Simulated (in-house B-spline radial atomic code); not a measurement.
**Ionising P IV (P3+) with different functionals**

Computed with a radial B-spline atomic code at the basis-set limit: non-relativistic Hamiltonian, point nucleus, spin-polarised at highest spin, spherical fractional occupations for the functionals, and exact exchange of hybrids averaged over the configuration. The ionisation energy is the difference of two self-consistent energies, [Ne] 3s2 → [Ne] 3s1, without Breit or QED terms; ε is the level of the shell that loses the electron (its least bound occupied spin orbital).

| method | rung | ΔSCF (eV) | -ε(3s) (eV) |
| --- | --- | --- | --- |
| PBE0 | global hybrid | 51.11 | 46.85 |
| B3LYP | global hybrid | 51.43 | 46.71 |
| TPSSh | global hybrid | 51.00 | 46.11 |
| M06-2X | global hybrid | 51.56 | 48.40 |
| BHandHLYP | global hybrid | 51.14 | 48.13 |
| r2SCAN0 | global hybrid | 50.68 | 46.97 |
| B97-1 | global hybrid | 51.41 | 46.56 |
| HSE06 | range-separated hybrid | 51.13 | 46.47 |
| wB97X | range-separated hybrid | 50.88 | 49.47 |
| CAM-B3LYP | range-separated hybrid | 51.44 | 48.45 |
| LC-wPBE | range-separated hybrid | 51.16 | 49.97 |

Among the functionals, which spreads more, the ΔSCF values or the orbital energies?

The orbital energies: ΔSCF values span about 0.88 eV and the orbital energies 3.86 eV; here energy differences depend much less on the functional than eigenvalues do.

How do they compare with the NIST value?

NIST lists 51.444 eV (measured, ground level to ground level). Errors run from -0.77 to +0.12 eV; CAM-B3LYP is closest (-0.00 eV), but part of that can be cancellation, since the calculations leave out relativity, Breit-QED terms, the near-degeneracy of s² and p².
